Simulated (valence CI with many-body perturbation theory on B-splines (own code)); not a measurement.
E1 transitions of Dy XVIII

Calculated by relativistic CI+MBPT: three valence electrons over a frozen Dirac-Fock core [Kr] 4d10, a basis of 8 s, 8 p, 9 d, 9 f, 6 g, 3 h, 2 i functions for each j, with the one-electron correlation potential Σ1, the two-electron term Σ2, the three-electron term Σ3, Breit, model QED; selected CI, second order for the rest (own B-spline code, finite nucleus).

No measured spectrum was set against this ion. As an estimate, terms of the open shell hold to a few per cent of their energy, and close levels can change places. Core correlation moves these levels by up to 39000 cm⁻¹, and in measured spectra 5 to 20 % of such shifts remained as error; rates that hang on mixing are uncertain with them.

Lines 151 to 200 of 202 in falling wavelength, among levels below 258660 cm⁻¹, chosen from the strongest by gf and those to the six lowest levels. Wavelengths and rates use the calculated energies, so an error of 2000 cm⁻¹ moves a line at 517.2 Å by 1 % and its rate by three times that or more. Electric multipoles are in the length gauge, E1 and E2 with the static RPA response of the core. Weak lines are less certain than strong ones. Lines between different terms over intervals too small for the method are left out, as are lines whose strength nearly cancels. Where a level lies close to another of its J and parity, the split of strength between their lines is uncertain. The highest levels of a list are the least certain.

Names give the largest LS component (configuration and term), which can be under half, so a name can repeat, a term be missing and a line seem to break the LS rules; names also repeat where a configuration has a term twice. Letters in brackets count levels of one name in rising energy.

```tsv
λ vac (Å)	Upper	Lower	A (s⁻¹)	log gf	Branch %
517.2	4f2 5s 4H_7/2	4f3 4I°_9/2	1.45e+04	-5.33	65.5
514.2	4f2 5s 2P_1/2	4f3 4D°_3/2	2.09e+05	-4.78	22.8
513.6	4f2 5s 2G_9/2	4f3 4F°_7/2	5.37e+03	-5.67	7.2
512.5	4f2 5s 2H_11/2	4f3 2H°_9/2 [a]	3.17e+02	-6.82	0.2
511.4	4f2 5s 2F_7/2	4f3 4F°_9/2	1.91e+04	-5.22	12.2
510.8	4f2 5s 2F_5/2	4f3 4F°_3/2	6.24e+03	-5.83	4.2
508.8	4f2 5s 2I_13/2	4f3 4G°_11/2	3.16e+03	-5.77	1.2
508.4	4f2 5s 2I_11/2	4f3 4G°_11/2	1.37e+03	-6.20	0.5
507.9	4f2 5s 4H_9/2	4f3 4I°_9/2	3.80e+03	-5.83	15.0
507.4	4f2 5s 4H_11/2	4f3 4I°_11/2	2.88e+03	-5.87	10.1
505.7	4f2 5s 4H_13/2	4f3 4I°_13/2	1.44e+03	-6.11	4.7
504.1	4f2 5s 4P_5/2	4f3 2D°_5/2	8.39e+04	-4.72	23.2
501.4	4f2 5s 2D_5/2	4f3 4G°_7/2 [a]	2.94e+03	-6.18	1.1
500.7	4f2 5s 2G_9/2	4f3 2H°_9/2 [a]	3.85e+02	-6.84	0.5
499.6	4f2 5s 2F_7/2	4f3 4F°_7/2	5.88e+03	-5.75	3.8
499.3	4f2 5s 2I_13/2	4f3 2K°_15/2	4.17e+04	-4.66	15.9
493.2	4f2 5s 2H_9/2	4f3 4I°_11/2	5.60e+03	-5.69	6.8
490.1	4f2 5s 4H_11/2	4f3 4I°_9/2	9.07e+00	-8.41	0.0
489.3	4f2 5s 2P_1/2	4f3 2P°_1/2	1.77e+05	-4.90	19.3
488.9	4f2 5s 4H_13/2	4f3 4I°_11/2	1.96e+00	-9.01	0.0
487.4	4f2 5s 2F_7/2	4f3 2H°_9/2 [a]	1.68e+04	-5.32	10.7
485.9	4f2 5s 4P_5/2	4f3 2D°_3/2 [a]	6.59e+04	-4.85	18.2
484.2	4f2 5s 2I_13/2	4f3 2K°_13/2	2.59e+04	-4.89	9.9
483.9	4f2 5s 2D_5/2	4f3 4S°_3/2	1.29e+05	-4.57	49.2
483.8	4f2 5s 2I_11/2	4f3 2K°_13/2	1.12e+05	-4.33	39.2
482.4	4f2 5s 4F_9/2	4f3 4I°_11/2	5.90e+01	-7.69	0.1
481.1	4f2 5s 2H_11/2	4f3 4I°_13/2	6.20e+02	-6.59	0.5
478.5	4f2 5s 2P_1/2	4f3 2D°_3/2 [a]	2.78e+05	-4.72	30.4
476.9	4f2 5s 2H_9/2	4f3 4I°_9/2	2.22e+03	-6.12	2.7
473.1	4f2 5s 4P_1/2	4f3 4S°_3/2	1.43e+05	-5.02	67.2
471.3	4f2 5s 4F_7/2	4f3 4I°_9/2	1.20e+03	-6.49	1.3
468.1	4f2 5s 2D_5/2	4f3 4F°_3/2	6.58e+03	-5.89	2.5
466.8	4f2 5s 4F_9/2	4f3 4I°_9/2	3.29e+03	-5.97	3.8
465.9	4f2 5s 2D_3/2	4f3 4F°_3/2	2.53e+03	-6.48	1.1
465.9	4f2 5s 2H_11/2	4f3 4I°_11/2	1.64e+03	-6.19	1.3
465.3	4f2 5s 4P_3/2	4f3 4S°_3/2	2.27e+05	-4.53	72.8
458.0	4f2 5s 4P_1/2	4f3 4F°_3/2	6.30e+03	-6.40	3.0
456.8	4f2 5s 2G_7/2	4f3 4I°_9/2	1.27e+04	-5.50	13.4
456.1	4f2 5s 2G_9/2	4f3 4I°_11/2	1.18e+03	-6.43	1.6
452.7	4f2 5s 4P_5/2	4f3 4S°_3/2	1.51e+05	-4.56	41.6
450.7	4f2 5s 4P_3/2	4f3 4F°_3/2	8.81e+03	-5.97	2.8
449.9	4f2 5s 2I_11/2	4f3 2H°_9/2 [a]	1.31e+02	-7.32	0.0
446.2	4f2 5s 2P_1/2	4f3 4S°_3/2	4.71e+04	-5.55	5.1
442.1	4f2 5s 2G_9/2	4f3 4I°_9/2	1.21e+03	-6.45	1.6
438.8	4f2 5s 4P_5/2	4f3 4F°_3/2	2.08e+02	-7.44	0.1
438.1	4f2 5s 2I_13/2	4f3 4I°_15/2	2.29e+03	-6.03	0.9
432.7	4f2 5s 2P_1/2	4f3 4F°_3/2	8.49e+04	-5.32	9.3
431.7	4f2 5s 2F_7/2	4f3 4I°_9/2	7.52e+02	-6.77	0.5
425.8	4f2 5s 2I_13/2	4f3 4I°_13/2	1.88e+03	-6.14	0.7
425.5	4f2 5s 2I_11/2	4f3 4I°_13/2	1.78e+03	-6.24	0.6
```
